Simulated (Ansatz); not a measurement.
`B[Si](F)(F)[SiH3]` + NH₃ → `N[Si](F)(F)[SiH3]` + BH₃ at 500 K and 1 bar (cleavage of the Si–B bond).

Program: Ansatz. Geometries: PBE0-D4/def2-TZVP. ΔE: electronic, gas phase. CBS: MP2 limit from def2 TZ/QZ plus the TZ coupled-cluster correction, frozen cores. This one scheme is used for every species. One conformer a species, not always the lowest.

```
            species  CCSD(T)/CBS energy (Eh)  H − E (kJ/mol)  S (J/(mol·K))
`B[Si](F)(F)[SiH3]`               -805.62947           188.0          452.1
                NH₃                -56.50880           108.2          211.8
`N[Si](F)(F)[SiH3]`               -835.62453           203.0          440.4
                BH₃                -26.55200            86.8          208.8
```

H − E and S are ideal-gas, rigid-rotor, harmonic terms from PBE0-D4/def2-TZVP, for one conformer and one mirror image of each species. 1 Eh = 2625.50 kJ/mol, R = 8.31446 J/(mol·K).

Q: By hand: ΔE, ΔH, ΔS and ΔG.

A: ΔE = (-835.62453) + (-26.55200) − (-805.62947) − (-56.50880) = -0.03826 Eh = -100.5 kJ/mol. Δ(H − E) = 203.0 + 86.8 − 188.0 − 108.2 = -6.4, so ΔH = -106.9 kJ/mol. ΔS = 440.4 + 208.8 − 452.1 − 211.8 = -14.7 J/(mol·K). ΔG = -106.9 − 500 × (-14.7)/1000 = -99.6 kJ/mol.

Q: By hand: the equilibrium constant, and the temperature at which ΔG would vanish if ΔH and ΔS stayed fixed.

A: log₁₀ K = −ΔG/(RT ln 10) = 10.4. ΔG = 0 at ΔH/ΔS = 7272 K, far beyond where these terms or the molecules hold.

The number of gas molecules stays the same, so ΔS is small and ΔH decides. A doubt of 5 kJ/mol in ΔE shifts log₁₀ K by 0.5 here. Other conformers and mirror images would add mixing entropy, several J/(mol·K) or more a flexible species. These are equilibria of isolated gas molecules and say nothing of rates. Largest T1 diagnostic: 0.013 (customary marks: 0.02 for closed shells, 0.045 for open ones).
